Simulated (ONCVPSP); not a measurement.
**u(r) = r·R(r): atom against pseudo-atom (ytterbium)**

Columns: radius, all-electron u(r) and pseudo u(r) of the 5s shell (level -59.34 eV) of ytterbium in the configuration [Kr] 4d10 4f13 5s2 5p6 5d1 6s2; PBE, scalar-relativistic, ONCV scheme, ONCVPSP 4.0.1.

```tsv
r (bohr)	all-electron	pseudo
0.150	0.3787	0.1731
0.300	-0.3474	0.3497
0.450	-0.4916	0.5274
0.600	0.0996	0.6951
0.750	0.6695	0.8356
0.900	0.9876	0.9302
1.050	1.0828	0.9662
1.200	1.0373	0.9415
1.350	0.9205	0.8654
1.500	0.7784	0.7552
1.650	0.6371	0.6307
1.800	0.5096	0.5087
1.950	0.4008	0.4008
2.100	0.3114	0.3114
2.250	0.2397	0.2396
2.400	0.1831	0.1831
2.550	0.1391	0.1391
2.700	0.1052	0.1052
2.850	0.0793	0.0793
3.000	0.0596	0.0596
3.150	0.0447	0.0447
3.300	0.0334	0.0334
3.450	0.0250	0.0250
3.600	0.0186	0.0186
3.750	0.0139	0.0138
3.900	0.0103	0.0103
```

(1) How many radial nodes do the two functions have?

(2) At about which radius was the pseudo-wave matched?

(3) Is the pseudo-wave norm-conserving?

## Answers

(1) The all-electron 5s function has n − l − 1 = 4 (the table is too coarse to show those close to the nucleus); the pseudo-wave has 0, since the states of the same l below it are removed with the core.

(2) 2.00 bohr, where the columns begin to agree (steps of 0.15 bohr).

(3) Yes: the ONCV scheme keeps the norm inside the radius equal to the all-electron one, which fixes the energy derivative of the logarithmic derivative at the level.
